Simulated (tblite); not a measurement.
Compound: C7H10B2.
Atom-mapped SMILES: `[BH2:1]/[CH:2]=[C:3](/[CH2:4][C:5]#[CH:6])[C:7]([BH2:8])=[CH2:9]` (hydrogens: H10, H11 on B1; H12 on C2; H13, H14 on C4; H15 on C6; H16, H17 on B8; H18, H19 on C9)

Computed with GFN2-xTB (tblite), gas phase: L-BFGS steps from a force-field or distance-geometry start until the largest atomic force falls under 0.01 eV/Å.

Step 30: E = -609.6130 eV
```
atom  x, y, z in Å  |  force x, y, z in eV/Å
B1      0.0468   -2.3262   -1.1214    0.013   0.022  -0.075
C2     -0.7606   -1.0455   -1.1824    0.022  -0.095   0.184
C3     -0.3827    0.0427   -0.4623    0.155   0.124  -0.100
C4     -1.2653    1.2690   -0.4131    0.184  -0.131  -0.069
C5     -1.6617    1.5455    0.9517   -0.072   0.188   0.111
C6     -1.9569    1.8188    2.0794   -0.007  -0.041  -0.232
C7      0.9269    0.0318    0.1848    0.098   0.017   0.029
B8      1.8334   -1.2552   -0.0414   -0.195  -0.041  -0.040
C9      1.4016    1.1363    0.7827   -0.028  -0.023   0.179
H10     0.7392   -2.4912   -0.1501   -0.061   0.088  -0.188
H11    -0.0337   -3.1674   -1.9273    0.020  -0.085   0.068
H12    -1.6762   -0.9725   -1.7630    0.027  -0.022   0.047
H13    -0.7511    2.1500   -0.8198   -0.007  -0.110   0.032
H14    -2.1470    1.0720   -1.0248   -0.142   0.116   0.020
H15    -2.2513    2.0677    3.0505   -0.020  -0.023   0.162
H16     2.3998   -1.7671    0.8555    0.012   0.197  -0.053
H17     2.3051   -1.3237   -1.1220    0.075  -0.029   0.084
H18     0.8449    2.0564    0.8733   -0.027  -0.001  -0.064
H19     2.3789    1.1680    1.2422   -0.046  -0.152  -0.096
```

Step 31: E = -609.6143 eV
```
atom  x, y, z in Å  |  force x, y, z in eV/Å
B1      0.0360   -2.3367   -1.1279   -0.014   0.199  -0.081
C2     -0.7597   -1.0525   -1.1783   -0.074   0.103   0.157
C3     -0.3811    0.0454   -0.4751    0.138   0.071   0.122
C4     -1.2659    1.2672   -0.4192    0.096  -0.060  -0.015
C5     -1.6636    1.5473    0.9490    0.065   0.134  -0.081
C6     -1.9503    1.8164    2.0789   -0.040  -0.006  -0.047
C7      0.9208    0.0429    0.1850    0.227  -0.078  -0.041
B8      1.8287   -1.2462   -0.0362    0.000   0.042   0.072
C9      1.3977    1.1437    0.7927   -0.054  -0.104   0.036
H10     0.7059   -2.5300   -0.1724    0.201   0.092   0.180
H11    -0.0230   -3.1527   -1.9422   -0.057  -0.317  -0.211
H12    -1.6799   -0.9704   -1.7464   -0.037  -0.067  -0.043
H13    -0.7470    2.1409   -0.8350   -0.046  -0.062   0.069
H14    -2.1547    1.0751   -1.0207   -0.139   0.093  -0.031
H15    -2.2301    2.0573    3.0593   -0.012  -0.037   0.051
H16     2.4071   -1.7324    0.8703   -0.115   0.133  -0.081
H17     2.3264   -1.3373   -1.1027   -0.027   0.009   0.046
H18     0.8422    2.0678    0.8677    0.046  -0.039  -0.019
H19     2.3807    1.1636    1.2457   -0.159  -0.108  -0.082
```

Q: Estimate the geometry and energy of step 32. (The exact step hangs on the optimiser's Hessian estimate; all steps are aligned on step 31, rigid shifts and turns removed.)

A: E = -609.6263 eV, largest force 0.203 eV/Å
```
atom  x, y, z in Å  |  force x, y, z in eV/Å
B1      0.0457   -2.3273   -1.1212    0.034   0.031  -0.101
C2     -0.7589   -1.0505   -1.1786   -0.027   0.068   0.115
C3     -0.3780    0.0459   -0.4718    0.101   0.039   0.102
C4     -1.2618    1.2661   -0.4147    0.005  -0.007   0.003
C5     -1.6668    1.5505    0.9513    0.055   0.100  -0.053
C6     -1.9631    1.8207    2.0788   -0.053   0.006  -0.019
C7      0.9240    0.0355    0.1871    0.172  -0.060  -0.050
B8      1.8182   -1.2620   -0.0481   -0.018  -0.016   0.001
C9      1.3997    1.1363    0.7935   -0.056  -0.060   0.034
H10     0.7451   -2.4818   -0.1609    0.033   0.075  -0.047
H11    -0.0308   -3.1747   -1.9159   -0.011  -0.134   0.003
H12    -1.6724   -0.9685   -1.7580   -0.036  -0.059   0.003
H13    -0.7456    2.1440   -0.8217   -0.006  -0.050   0.025
H14    -2.1514    1.0792   -1.0203   -0.088   0.083  -0.003
H15    -2.2543    2.0667    3.0563    0.013  -0.053  -0.010
H16     2.4005   -1.7630    0.8483   -0.048   0.186  -0.066
H17     2.3144   -1.3262   -1.1221   -0.012   0.002   0.125
H18     0.8420    2.0592    0.8700    0.050  -0.045  -0.008
H19     2.3837    1.1593    1.2405   -0.110  -0.106  -0.053
```

The energy changes by -0.0119 eV. The first-order estimate −F·Δx gives -0.0189 eV and the mean of the old and new forces, exact on a quadratic surface, -0.0115 eV. The step makes an angle of 76° with the force vector and moves no atom by more than 0.063 Å.

The cost below is that of the whole relaxation. Hardware: one thread of an Arm Neoverse N1, no GPU, shared host with 64 logical CPUs at a one-minute load of 58. Cost: 1.8 s of wall time.
